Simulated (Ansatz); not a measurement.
Basis-set extrapolation for C2H9AlClP (`[CH3][Al-]([CH3])([PH3+])[Cl]`) (PBE0-D4/def2-TZVP geometry, frozen core, Ansatz). Multiplicity 1, RHF reference.

|  | def2-TZVPP | def2-QZVPP |
| --- | --- | --- |
| HF | -1123.288402 | -1123.322283 |
| MP2 correlation | -0.803319 | -0.864955 |
| CCSD(T) correlation | -0.912983 | not run |

Energies in hartree. Use E(X) = E(∞) + A·exp(−7.88·√X) for Hartree–Fock and E(X) = E(∞) + B·X^(−2.97) for correlation, with X = 3 and 4, and add CCSD(T) minus MP2 of the smaller set to the MP2 limit.

Question: What is the CCSD(T) energy at the basis-set limit?

Answer: HF limit: -1123.322283 + (-0.033881) × 0.13774 = -1123.32695. MP2 limit: -0.864955 + (-0.061636) × 0.74074 = -0.91061. Higher-order term: -0.912983 − (-0.803319) = -0.10966. Total: -1124.34722 hartree, 91.5 kcal/mol below CCSD(T)/def2-TZVPP.
